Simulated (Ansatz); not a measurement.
# Energy profile

The step: Si₂H₃OF₃ ([F][Si]([F])([F])[O][SiH3]) + H₂O → SiHOF₃ ([OH][Si]([F])([F])[F]) + SiH₄O ([OH][SiH3]); bonds formed: Si1–O8, O2–H7; bonds broken: Si1–O2, H7–O8 (atoms numbered as in the saddle structure below).

```xyz
12
angstrom
Si 0.0420 1.1642 0.5653
O 0.2087 -0.4708 -0.1456
Si -0.8627 -1.7046 -0.5620
F -1.5671 0.9631 0.5078
F 0.0439 2.5593 -0.2165
F 0.2007 1.2458 2.1377
H 1.2793 -0.1826 -0.2296
O 1.8010 0.9352 0.2547
H -1.5977 -2.1160 0.6495
H 0.0007 -2.7967 -1.0656
H -1.7673 -1.2148 -1.6216
H 2.2185 1.6180 -0.2741
```

Electronic energies by CCSD(T) at an estimated basis limit (MP2 extrapolated from triple and quadruple zeta, plus CCSD(T) − MP2 in triple zeta), on PBE0-D4/def2-TZVP structures; Si$_{2}$H$_{5}$O$_{2}$F$_{3}$, closed shell; no counterpoise correction. Computed with Ansatz 0.2.0 (basis: def2-TZVPP and def2-QZVPP); correlated methods freeze the cores. Extrapolation: Hartree–Fock as exp(−7.88 √X), correlation as X^−2.97.

(1) Give the profile in kcal/mol, counted from the separated reactants. (Judge from chemistry; the value comes from the calculation.)

The T1 diagnostic stays at or below 0.012.

Answers

(1) Computed:
```tsv
point	kcal/mol
separated: Si$_{2}$H$_{3}$OF$_{3}$ (linked as [F][Si]([F])([F])[O][SiH3]; Si1, O2, Si3, F4, F5, F6, H9, H10, H11; singlet) + H$_{2}$O (H7, O8, H12; singlet)	0.00
start structure	-5.73
saddle	24.37
end structure	2.10
separated: SiHOF$_{3}$ (linked as [OH][Si]([F])([F])[F]; Si1, F4, F5, F6, O8, H12; singlet) + SiH$_{4}$O (linked as [OH][SiH3]; O2, Si3, H7, H9, H10, H11; singlet)	5.57
```

For scale, one of the runs: CCSD(T)/def2-TZVPP, 309 basis functions, launched by `ansatz run in.yaml --threads 4 --pin off --events-out ev --progress --plain --max-ram 46080MiB --backend cuda --devices 0, --max-vram 37GiB`. The run took 7 s on 4 CPU threads of an AMD EPYC 7R13 and a share of one NVIDIA H100 (shared host), with 0.87 GiB of host memory at its peak.
